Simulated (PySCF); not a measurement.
## Static response to an electric field

Species: C5H13NSi.
SMILES with atom numbers: `[CH3:1]/[CH:2]=[CH:3]\[Si@@H:4]([CH3:5])[NH:6][CH3:7]` (hydrogens: H8, H9, H10 on C1; H11 on C2; H12 on C3; H13 on Si4; H14, H15, H16 on C5; H17 on N6; H18, H19, H20 on C7)

Structure used (GFN2-xTB), in Å, numbered top down from 1:
```
atom  x, y, z in Å
C1     1.9710   -0.9275   -0.4725
C2     1.7523   -0.5155    0.9432
C3     0.7385    0.2151    1.3900
Si4   -0.6993    0.9406    0.4050
C5    -0.1762    2.2692   -0.8457
N6    -1.4271   -0.3190   -0.5264
C7    -1.8480   -1.5724    0.0536
H8     1.1258   -0.6470   -1.0926
H9     2.1174   -2.0062   -0.5313
H10    2.8739   -0.4535   -0.8603
H11    2.5160   -0.8626    1.6340
H12    0.7263    0.4379    2.4510
H13   -1.5998    1.5626    1.4047
H14    0.3995    3.0433   -0.3505
H15    0.4359    1.8647   -1.6447
H16   -1.0403    2.7449   -1.2981
H17   -2.0307   -0.0442   -1.2878
H18   -1.9055   -2.3429   -0.7176
H19   -1.1110   -1.8726    0.7951
H20   -2.8239   -1.5043    0.5479
```

Level: wB97X-D/def2-SVPD (PySCF), static field, nuclei fixed, core orbitals frozen in the response. The polarisability tensor in these axes (au):

```
x   99.50 -6.63 -2.02
y   -6.63 96.66  0.45
z   -2.02  0.45 87.56
```

Problem. Give the principal values, the mean and the anisotropy Δα = √{½[(α1 − α2)² + (α2 − α3)² + (α1 − α3)²]}.

Solution. Principal values 87.16, 91.50 and 105.05 au; mean 94.57 au = 14.01 Å³ = 15.59 × 10⁻⁴⁰ C²·m²/J; Δα = 16.16 au (17 % of the mean).

Problem. What is the dipole moment, and where does it point?

Solution. (-0.07, -0.54, -0.68) D, 0.87 D in size, pointing from the negative to the positive side. Measured along this direction, the outermost atoms are H12 at the negative end and H18 at the positive end.

Problem. Traceless (Buckingham) quadrupole moment about the centre of nuclear charge: eigenvalues?

Solution. -3.39, -1.40, 4.79 D·Å. The values depend on the origin, since the dipole doesn't vanish. The electronic extent ⟨r²⟩ about the same centre is 1113 bohr², a root-mean-square distance of 2.21 Å for the 64 electrons.

Problem. Give the principal axes and the span of the nuclei along them.

Solution. Largest value along (0.78, -0.62, -0.11), where the nuclei span 5.32 Å; middle along (0.59, 0.78, -0.21), 5.63 Å; least along (0.21, 0.10, 0.97), 4.27 Å. The strongest response doesn't lie along the longest of the three spans.

Problem. In TDDFT the mean static polarisability is Σ f/ω² over all singlet excitations (ω in hartree). How much of it do the 8 lowest give? Their energies (eV) and oscillator strengths: 5.70, 0.0049; 6.44, 0.0014; 6.69, 0.2190; 6.85, 0.1215; 7.27, 0.0169; 7.39, 0.0270; 7.63, 0.0569; 7.87, 0.0530.

Solution. They add up to 7.64 au, 8.1 % of the 94.57 au; the largest single term is 3.62 au, from the state at 6.69 eV. Terms in order: 0.11, 0.03, 3.62, 1.92, 0.24, 0.37, 0.72, 0.63 au. Higher excitations give the rest. The strengths listed sum to 0.501.

Problem. How large is μ²/3kT at 350 K beside α?

Solution. In Gaussian units μ²/3kT = 5.17 Å³ against 14.01 Å³, a ratio of 0.37; the Debye molar polarisation (4π/3)N_A(α + μ²/3kT) is 48.4 cm³/mol, leaving out the vibrational part.

Isolated species at its GFN2-xTB geometry (one conformer only).
